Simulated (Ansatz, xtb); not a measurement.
**Two structures of AlFH3InN**

Structure X: a doublet given by its coordinates. Structure Y: a doublet given by its coordinates. Both are isolated molecules in the gas phase, relaxed with r2SCAN-D4/def2-SVP.

X (Å):

```xyz
7

Al    1.5553    0.0128    0.3111
F     2.9573    0.9974   -0.0569
In    2.9779    0.0085   -2.2714
N     0.0747    0.9822    0.5161
H    -0.0865    1.9105    0.1376
H    -0.7990    0.6104    0.8771
H     1.8048   -1.2936    1.1761
```

Close contacts (Å): Al1–F2 1.75, Al1–In3 2.95, Al1–N4 1.78, F2–In3 2.43, Al1–H7 1.59, N4–H5 1.02, N4–H6 1.02.

Y (Å):

```yaml
atoms:
  - { symbol: Al, position_ang: [0.6258, -0.8174, -0.5091] }
  - { symbol: F, position_ang: [0.3112, 0.8794, -0.8745] }
  - { symbol: In, position_ang: [-1.9959, 0.3313, -0.2972] }
  - { symbol: N, position_ang: [-0.2798, -0.6821, 1.1627] }
  - { symbol: H, position_ang: [0.0822, -0.0343, 1.8656] }
  - { symbol: H, position_ang: [-0.5560, -1.5316, 1.6605] }
  - { symbol: H, position_ang: [-0.6631, -1.4593, -1.3462] }
```

Close contacts (Å): Al1–F2 1.76, Al1–In3 2.87, Al1–N4 1.91, F2–In3 2.44, In3–N4 2.47, Al1–H7 1.67, In3–H7 2.47, N4–H5 1.02, N4–H6 1.02.

Energies in hartree; the thermal terms are from r2SCAN-D4/def2-SVP harmonic frequencies (ideal gas, rigid rotor, one conformer each, 298.15 K, 1 atm) and include the zero-point energy:

|  | X | Y |
| --- | --- | --- |
| E, CCSD(T)/def2-SVP | −587.204413 | −587.205307 |
| E, MP2/def2-SVP | −587.158735 | −587.160880 |
| E, MP2/def2-TZVPP | −587.772539 | −587.771389 |
| zero-point energy | 0.034524 | 0.035338 |
| H(298 K) − E | 0.042439 | 0.042413 |
| G(298 K) − E | 0.001258 | 0.003564 |

Problem. Correct the CCSD(T) difference for the basis set by the MP2 change, then work out ΔE, ΔE₀, ΔH and ΔG for X → Y in kJ/mol (1 Eh = 2625.50 kJ/mol) and the equilibrium ratio [Y]/[X].

Solution. 1. Differences Y − X: CCSD(T) −0.000894, MP2 in the small set −0.002145, MP2 in the large set +0.001150 Eh.
2. ΔE = −0.000894 + (+0.001150 − (−0.002145)) = +0.002401 Eh = +6.30 kJ/mol.
3. ΔE₀ = ΔE + ΔZPE = +0.002401 + (+0.000814) Eh = +8.44 kJ/mol.
4. ΔH = ΔE + (−0.000026) Eh = +6.24 kJ/mol.
5. ΔG = ΔE + (+0.002306) Eh = +12.36 kJ/mol, so ΔS = (ΔH − ΔG)/T = −20.5 J/(mol K).
6. kT = 0.9442 mEh, so K = [Y]/[X] = exp(−ΔG/kT) = exp(−4.99) ≈ 0.0068.

The sums favour X, but ΔE leans on the basis-set step (CCSD(T) alone has the other sign or is under 1 kcal/mol), so the order isn't settled. An error of 4 kJ/mol in ΔG would change K by a factor of 5. r2SCAN-D4/def2-SVP, MP2/def2-SVP, CCSD(T)/def2-SVP gave ΔE the other sign. Mirror images and further conformers aren't counted.

Other levels gave ΔE = −5.6 (r2SCAN-D4/def2-SVP); +8.4 (HF/def2-SVP); −5.6 (MP2/def2-SVP); −2.3 (CCSD(T)/def2-SVP) kJ/mol. Open shells are spin-unrestricted. The correlated steps freeze 11 core orbitals; the filled d shell of In is correlated, in a basis made for valence electrons. Atoms past krypton carry core potentials in the def2 sets, without spin–orbit terms. Programs: Ansatz 0.2.0.
